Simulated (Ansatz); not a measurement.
Stepwise reaction of `[SnH4]` with hydrogen sulfide, as a gas-phase model of exchange steps in deposition or etching. ΔE in kJ/mol; ΔG adds harmonic PBE0-D4 terms to CCSD(T)/CBS, at 1 bar.

Gas-phase electronic energies from Ansatz, PBE0-D4/def2-TZVP geometries. CBS: MP2 limit from def2 TZ/QZ plus the TZ coupled-cluster correction, frozen cores. This one scheme is used for every species. Functionals use def2-TZVPP. B3LYP here is the variant with VWN-RPA as its local correlation; programs differ in this. def2 core potentials past Kr. For Sn outer-core shells are correlated without core-valence functions, which leaves a few kJ/mol of doubt a bond. Each species was taken in one conformer, which may not be the lowest.

| step | reaction | PBE-D4 | B3LYP-D4 | ωB97M-V | CCSD(T)/CBS | ΔG(400 K) |
| --- | --- | --- | --- | --- | --- | --- |
| 1 | `[SnH4]` + H₂S → `[SH][SnH3]` + H₂ | -41.2 | -38.3 | -35.6 | -43.5 | -45.6 |
| 2 | `[SH][SnH3]` + H₂S → `[SH][SnH2][SH]` + H₂ | -48.8 | -45.0 | -40.8 | -48.4 | -46.5 |
| 3 | `[SH][SnH2][SH]` + H₂S → `[SH][SnH]([SH])[SH]` + H₂ | -52.8 | -48.8 | -44.5 | -51.4 | -39.6 |

(1) Give the row of step 4, `[SH][SnH]([SH])[SH]` + H₂S → `[SH][Sn]([SH])([SH])[SH]` + H₂. (Best estimate.)

(2) By hand: ΔE of the 4 steps together at CCSD(T)/CBS.

Answers

(1) Ansatz gave: 
| step | reaction | PBE-D4 | B3LYP-D4 | ωB97M-V | CCSD(T)/CBS | ΔG(400 K) |
| --- | --- | --- | --- | --- | --- | --- |
| 4 | `[SH][SnH]([SH])[SH]` + H₂S → `[SH][Sn]([SH])([SH])[SH]` + H₂ | -53.7 | -51.5 | -44.8 | -51.0 | -42.1 |

(2) (-43.5) + (-48.4) + (-51.4) + (-51.0) = -194.3 kJ/mol, or -48.6 kJ/mol a step.

In ΔE step 3 is the lowest and step 1 the highest. All are downhill at CCSD(T)/CBS. ΔG lies between -46.5 and -39.6 kJ/mol a step. PBE-D4 differs from CCSD(T)/CBS by -2.7 to 2.3 kJ/mol a step. Isolated molecules leave out the surface, adducts and barriers. Largest T1 diagnostic: 0.013.
